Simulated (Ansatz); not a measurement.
`N[SiH2][GaH2]` + BH₃ → `[BH2][GaH2]` + `N[SiH3]`  (formal exchange of groups at a Ga–Si bond)

Program: Ansatz. Geometries: PBE0-D4/def2-TZVP. ΔE: electronic, gas phase. CCSD(T)/CBS adds triple-zeta CCSD(T) − MP2 to the extrapolated MP2 energy (def2 sets, frozen cores). This one scheme is used for every species. Functionals use def2-TZVPP. For Ga outer-core shells are correlated without core-valence functions, which leaves a few kJ/mol of doubt a bond. Scalar relativity is left out up to krypton. One conformer a species, not always the lowest.

| level | ΔE (kJ/mol) |
| --- | --- |
| r2SCANh | 15.1 |
| HF/def2-SVP | 16.3 |

(1) What does CCSD(T)/CBS give? (An estimate is asked.)

(2) What do rigid-rotor, harmonic-oscillator terms from PBE0-D4/def2-TZVP frequencies (298.15 K, 1 bar) make of the CCSD(T)/CBS value? (Best estimate.)

Largest T1 diagnostic among the species: 0.014.

## Answers

(1) The calculation gave: +16.4 kJ/mol. The listed levels differ from it by -1.3, -0.1 kJ/mol.

(2) Computed: ΔZPE = +0.7 kJ/mol, ΔH = +14.7 kJ/mol, ΔS = 7 J/(mol·K), ΔG = +12.5 kJ/mol.

The D4 term adds +4.6 kJ/mol with B3LYP and +2.6 kJ/mol with PBE0; it sums over pairs of atoms, weighted by their polarisabilities, and B3LYP, whose exchange is more repulsive, gets the larger term. Leaving LDA and LC-ωPBE aside and taking each functional with its dispersion term where it has one, the values, not all of them listed here, spread over 7.7 kJ/mol, from B97M-V to BHLYP-D4. LDA lies −4.2 kJ/mol from PBE without D4.

B3LYP here is the variant with VWN-RPA as its local correlation; programs differ in this.
